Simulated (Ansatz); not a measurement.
Calculated with Ansatz (gas phase, PBE0-D4/def2-TZVP geometries, no zero-point term in ΔE). CBS: MP2 limit from def2 TZ/QZ plus the TZ coupled-cluster correction, frozen cores. This one scheme is used for every species. Functionals use def2-TZVPP. B3LYP here is the variant with VWN-RPA as its local correlation; programs differ in this. Each species was taken in one conformer, which may not be the lowest.

Reaction (cleavage of the Si–Si bond): `O[SiH](O)[SiH2]Cl` + `C[SiH2]N` → `C[SiH2]N[SiH](O)O` + `[SiH3]Cl`

| level | ΔE (kJ/mol) | difference from CCSD(T)/CBS |
| --- | --- | --- |
| PBE-D4 | -78.5 | 22.5 |
| r2SCAN-D4 | -95.4 | 5.6 |
| PBE0-D4 | -86.8 | 14.2 |
| B3LYP-D4 | -94.9 | 6.1 |
| ωB97X-V | -96.4 | 4.6 |
| ωB97M-V | -103.5 | -2.5 |
| B2PLYP | -100.6 | 0.4 |
| PBE | -77.6 | 23.4 |
| r2SCAN | -94.9 | 6.1 |
| PBE0 | -86.0 | 15.0 |
| B3LYP | -93.6 | 7.4 |
| HF/def2-TZVPP | -112.4 | -11.4 |
| MP2/def2-TZVPP | -109.4 | -8.4 |
| SCS-MP2/def2-TZVPP | -109.5 | -8.5 |
| CCSD/def2-TZVPP | -105.1 | -4.1 |
| CCSD(T)/def2-TZVPP | -103.9 | -2.9 |
| HF/def2-QZVPP | -113.4 | -12.4 |
| MP2/def2-QZVPP | -108.1 | -7.1 |
| SCS-MP2/def2-QZVPP | -108.2 | -7.2 |
| HF/CBS(def2) | -113.5 | -12.5 |
| MP2/CBS(def2) | -106.5 | -5.5 |
| CCSD/CBS(def2) | -102.2 | -1.2 |
| CCSD(T)/CBS | -101.0 | 0 |

Largest T1 diagnostic among the species: 0.011.

From PBE to PBE0 (25 % exact exchange), in def2-TZVPP and without D4, ΔE moves by −8.4 kJ/mol.
